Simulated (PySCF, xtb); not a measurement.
B(PH2)3 (BH6P3), SMILES PB(P)P. Other conformers were not sampled.

Harmonic wavenumbers (cm⁻¹) from GFN2-xTB run with xtb at its own minimum, in rising order: 146, 147, 167, 190, 194, 238, 386, 552, 608, 646, 693, 706, 724, 890, 902, 1105, 1106, 1125, 2300, 2313, 2317, 2383, 2393, 2397.

What does PBE0-D3(BJ)/def2-SVP (PySCF) give at its own minimum? (Estimate from the structure and the level; the computed values follow.)

161, 167, 185, 231, 231, 283, 386, 521, 584, 646, 698, 706, 717, 947, 954, 1090, 1098, 1116, 2424, 2426, 2431, 2444, 2448, 2449. Paired by order, the mean absolute difference is 38 cm⁻¹ and the zero-point energies are 35.2 and 36.2 kcal/mol.
